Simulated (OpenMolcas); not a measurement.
Fe2+ with 6 ligands (water) in octahedral coordination (Th) at 2.14 Å. Ligand basis ANO-RCC-VDZP.

* Program: OpenMolcas 26.06
* Method: CASSCF
* Basis: ANO-RCC-VDZP [5s4p2d1f]
* Scalar Hamiltonian: DKH2, point nucleus
* Active space: 6 electrons in 5 orbitals (3d)
* State averaging: 2S+1 = 5 even, 5 roots; 2S+1 = 3 even, 45 roots; 2S+1 = 1 even, 50 roots
* Spin-orbit coupling: RASSI with atomic mean-field integrals over the reference wave functions

**Question.** What is the spin-free ground state (labels of O, taken over from Oh, the nearest higher group)?

**Answer.** 5T2, 3-fold in its orbital part, 100 % from free-ion D terms; it has the highest spin that d6 allows.

**Question.** Where is the first state of the same spin?

**Answer.** 5E at 7280 cm-1 above the ground state.

**Question.** What are the lowest two levels with spin-orbit coupling?

**Answer.** A 3-fold level T2, then a 2-fold level E 191.0 cm-1 above it. Their leading multiplicities are 5 (100 %) and 5 (100 %).

**Question.** What is χT at 300 K, and how does it compare with the textbook value?

**Answer.** The lowest level has 2S+1 = 5, for which the spin-only value is χT = S(S+1) / 2 = 3.000 cm3 K/mol (g = 2). The computed 4.106 at 300 K differs by +1.106, through orbital momentum, spin-orbit coupling and any other state in reach. With a threefold ground state the orbital momentum is unquenched, so the spin-only value is not expected to hold.

An orbital triplet at a regular site is open to Jahn-Teller coupling, which can distort the site and quench the lowest spin-orbit gaps and is left out. Without dynamic correlation the repulsion within the d shell is too large (B by tens of per cent), so at a given field states of lower spin stand too high. Ligand-to-metal charge-transfer states are missing. With no ligand orbital active B as a rule stays too high, so bands that hang on it stand too high and its fall with covalency is understated. With metal d orbitals alone and no dynamic correlation the field as a rule comes out too small, by tens of per cent, by up to half for chloride and softer ligands, and with too little covalency χT stands high. No measured value stands beside these numbers; the geometry is a model, was not optimised and need not be the one that this ion takes.
